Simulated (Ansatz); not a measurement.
Isomers of H10Si4, B3LYP-D3(BJ)/def2-TZVP minima from an xTB search, which can miss the lowest.
Isomer 1, SMILES [SiH3][SiH]([SiH3])[SiH3] (charge 0, multiplicity 1, Z-matrix in Å and degrees):
```
Si
H 1 1.4882
Si 1 2.3434 2 109.19
H 3 1.4834 1 110.85 2 -60.34
H 3 1.4834 4 108.75 1 -122.11
H 3 1.4835 4 108.58 5 -117.97
Si 1 2.3435 2 109.21 3 119.98
H 7 1.4832 1 110.86 2 -60.02
H 7 1.4833 8 108.75 1 -122.10
H 7 1.4834 8 108.58 9 -117.96
Si 1 2.3435 2 109.21 3 -119.98
H 11 1.4833 1 110.83 2 -60.25
H 11 1.4833 12 108.75 1 -122.11
H 11 1.4834 12 108.58 13 -117.96
```
Isomer 2, SMILES [SiH3][SiH2][SiH2][SiH3] (charge 0, multiplicity 1, Z-matrix in Å and degrees):
```
Si
H 1 1.4860
H 1 1.4860 2 107.85
Si 1 2.3436 2 109.82 3 119.66
H 4 1.4831 1 109.63 2 -179.32
H 4 1.4831 5 108.55 1 119.70
H 4 1.4833 5 108.72 6 118.11
Si 1 2.3442 2 109.07 3 -118.37
H 8 1.4860 1 109.10 2 -62.42
H 8 1.4861 9 107.86 1 118.41
Si 8 2.3436 9 109.82 10 119.67
H 11 1.4831 8 109.62 9 -179.74
H 11 1.4831 12 108.54 8 119.69
H 11 1.4833 12 108.71 13 118.09
```

Correlated levels freeze the cores. MP2 and its Hartree–Fock in cc-pV(Q+d)Z are density fitted.

The values were computed with Ansatz (a quantum-chemistry and plane-wave program). 

The energy of isomer 2 above isomer 1 is E(isomer 2) − E(isomer 1). Total energies (hartree):

| level | isomer 2 | isomer 1 |
|---|---|---|
| HF/cc-pV(T+d)Z | -1161.6034887 | -1161.6043688 |
| MP2/cc-pV(T+d)Z | -1162.1143198 | -1162.1171431 |
| HF/cc-pV(Q+d)Z | -1161.6167459 | -1161.6175769 |
| MP2/cc-pV(Q+d)Z | -1162.1643396 | -1162.1670684 |
| CCSD(T)/cc-pV(T+d)Z | -1162.2243945 | -1162.2265106 |

**Question.** Work out the energy of isomer 2 above isomer 1 at the basis-set limit: extrapolate the MP2 correlation part as X⁻³, take Hartree–Fock from the larger set, and add the CCSD(T) − MP2 difference of cc-pV(T+d)Z.

**Answer.** 
1. Differences (1 hartree = 627.509 kcal/mol): HF/cc-pV(T+d)Z 0.552; MP2/cc-pV(T+d)Z 1.772; HF/cc-pV(Q+d)Z 0.521; MP2/cc-pV(Q+d)Z 1.712; CCSD(T)/cc-pV(T+d)Z 1.328.
2. Correlation parts, MP2 less HF: 1.219 in cc-pV(T+d)Z (X = 3), 1.191 in cc-pV(Q+d)Z (X = 4).
3. Limit (4³·(1.191) − 3³·(1.219))/(4³ − 3³) = 1.170; with HF/cc-pV(Q+d)Z it gives 1.692.
4. CCSD(T) less MP2 in cc-pV(T+d)Z: -0.444.
Result: 1.25 kcal/mol, against 1.77 at MP2/cc-pV(T+d)Z. It is an estimate of this method's limit, not of the exact value.
